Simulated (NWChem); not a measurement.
System: formamidinium (CH5N2 cation); SMILES NC=[NH2+]

```xyz
8

N     -1.1744     0.0000     0.1820
C      0.0000     0.0000    -0.4179
N      1.1744     0.0000     0.1820
H     -1.2857     0.0000     1.2019
H     -2.0327     0.0000    -0.3766
H      0.0000     0.0000    -1.5215
H      1.2857     0.0000     1.2019
H      2.0327     0.0000    -0.3766
```
Atoms are numbered in this order, from 1.

The geometry was optimised at PBE-D3(BJ)/def2-SVP.

 Unshifted, non-relativistic core excitations; the lowest 4 roots alone, so stronger bands may lie above.

Question: List the first C K-edge excitations from B3LYP/def2-TZVP, restricted-window TDA (NWChem).

Answer: 
```tsv
state	energy (eV)	dipole oscillator strength	leading excitation (squared amplitude)
S1	276.9	0.0639	1s of atom 2 or its equivalents → LUMO (0.99)
S2	280.1	0.0116	1s of atom 2 or its equivalents → LUMO+1 (0.89)
S3	280.8	0.0059	1s of atom 2 or its equivalents → LUMO+2 (0.89)
S4	281.0	0.0046	1s of atom 2 or its equivalents → LUMO+3 (0.99)
```
